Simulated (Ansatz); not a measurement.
Abridged output of a molecular run in Ansatz:

```
Functional definition: HF
1530 factors; integrals over basis functions are off by at most 9.0e-4 eV
mean field evaluation 1: about -20009.4053 eV, gradient 4.8e1 eV
mean field evaluation 2: about -20009.6965 eV, gradient 4.9e1 eV
mean field evaluation 4: about -20014.8902 eV, gradient 4.3e0 eV
mean field evaluation 8: about -20014.9773 eV, gradient 2.5e-1 eV
mean field -20014.97756894 eV, -735.5368590196 hartree, gradient 3.1e-6 eV, S^2 0.000000; 0 other end points of the search recorded, 0 dependent functions left out
13 core orbitals not correlated: weight in the atoms' cores, before any rotation towards them, 1.000 or more for the frozen orbitals, at most 0.000 for the correlated occupied ones
reference -20014.97756894 eV, -735.5368590196 hartree; 14, 14 occupied and 234, 234 virtual orbitals, 1530 factors
second order -21.13416517 eV of doubles, -0.00000000 eV of singles
cycle   1  -21.62874374 eV  change   -4.9e-1 eV  update   1.1e-1
cycle   2  -22.23274801 eV  change   -6.0e-1 eV  update   3.4e-2
cycle   3  -22.36719387 eV  change   -1.3e-1 eV  update   1.7e-2
cycle   4  -22.35155096 eV  change    1.6e-2 eV  update   4.1e-3
cycle   5  -22.35067898 eV  change    8.7e-4 eV  update   1.9e-3
cycle   6  -22.35144065 eV  change   -7.6e-4 eV  update   6.1e-4
cycle   7  -22.35104001 eV  change    4.0e-4 eV  update   2.5e-4
cycle   8  -22.35101403 eV  change    2.6e-5 eV  update   9.0e-5
cycle   9  -22.35106412 eV  change   -5.0e-5 eV  update   3.8e-5
cycle  10  -22.35105664 eV  change    7.5e-6 eV  update   1.3e-5
perturbative correction -0.89721888 eV, -0.0329721859 hartree
Total energy: -20038.22584447 eV, -736.3912173870 hartree
```

Its atoms:

Z-matrix (Å, degrees):
```
Si
O 1 1.651
H 1 1.483 2 108.4
H 1 1.483 2 108.1 3 118.7
H 1 1.484 2 110.5 3 -120.7
B 2 1.346 1 131.9 3 117.4
Si 6 1.933 2 161.9 1 0.6
N 6 1.387 2 136.7 1 -179.5
H 7 1.488 6 125.8 2 -88.9
H 7 1.488 6 125.8 2 88.8
H 8 1.009 6 139.1 2 0.0
```

(1) Which basis set was used?
A. cc-pV(D+d)Z
B. def2-QZVPP
C. def2-SVP
D. def2-TZVPP

(2) Write the keys of the input that set method, charge and spin (a neutral closed shell needs none for the last two).

Answers

(1) D. It gives 261 functions.

(2) 
```yaml
correlation: {method: ccsd_t}
```
